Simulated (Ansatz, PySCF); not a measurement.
Molecule: CH3Cl2Si, net charge 0, doublet state. It need not be the lowest isomer of its formula. 
Geometry from a B3LYP-D3(BJ)/def2-TZVP (Ansatz, a first-principles code) optimisation:
```
Si
H 1 1.4694
C 1 1.8233 2 112.65
H 3 1.0835 1 122.15 2 172.32
H 3 1.0838 4 115.74 1 -178.83
Cl 1 2.0599 2 108.38 3 121.68
Cl 1 2.0624 2 107.86 3 -121.73
```
Charge 0, spin multiplicity 2.

Total electronic energies in hartree. Cores are frozen in the correlated levels unless marked. UHF or UKS for open shells. No spin-orbit coupling. Non-relativistic. Basis-set limits of correlation are two-point, X^-3; Hartree-Fock from the larger set. The bracket is a focal-point correction in the basis named.

```json
[
 {"level": "HF/cc-pV(T+d)Z", "program": "Ansatz", "energy (Eh)": "-1247.69728"},
 {"level": "HF/cc-pVTZ", "program": "Ansatz", "energy (Eh)": "-1247.69154"},
 {"level": "HF/cc-pwCVTZ", "program": "Ansatz", "energy (Eh)": "-1247.69856"},
 {"level": "HF-D3(BJ)/def2-TZVPD", "program": "PySCF + dftd3", "energy (Eh)": "-1247.72903"},
 {"level": "HF-D4/def2-TZVPD", "program": "PySCF + dftd4", "energy (Eh)": "-1247.69858"},
 {"level": "BLYP/def2-TZVPD", "program": "Ansatz", "energy (Eh)": "-1249.87366"},
 {"level": "B97M-V/def2-TZVPD", "program": "Ansatz", "energy (Eh)": "-1249.59786"},
 {"level": "PBE0/def2-SVP", "program": "Ansatz", "energy (Eh)": "-1248.96592"},
 {"level": "M06-2X/def2-TZVPD", "program": "PySCF", "energy (Eh)": "-1249.83643"},
 {"level": "HSE06-D4/def2-TZVPD", "program": "Ansatz + dftd4", "energy (Eh)": "-1249.41649"},
 {"level": "CAM-B3LYP/def2-TZVPD", "program": "Ansatz", "energy (Eh)": "-1249.91795"},
 {"level": "B2GP-PLYP-D3(BJ)/def2-TZVPD", "program": "Ansatz + dftd3", "energy (Eh)": "-1249.35238"},
 {"level": "MP2/cc-pwCVTZ", "program": "Ansatz", "energy (Eh)": "-1248.34299"},
 {"level": "RI-MP2/CBS(cc-pV(T+d)Z,cc-pV(Q+d)Z)", "program": "Ansatz", "energy (Eh)": "-1248.4456"},
 {"level": "RI-MP2/CBS(aug-cc-pV(T+d)Z,aug-cc-pV(Q+d)Z)+[CCSD(T)-MP2]/aug-cc-pV(T+d)Z", "program": "Ansatz", "energy (Eh)": "-1248.5327"}
]
```

Totals of different functionals don't rank their quality; only differences between species are comparable.
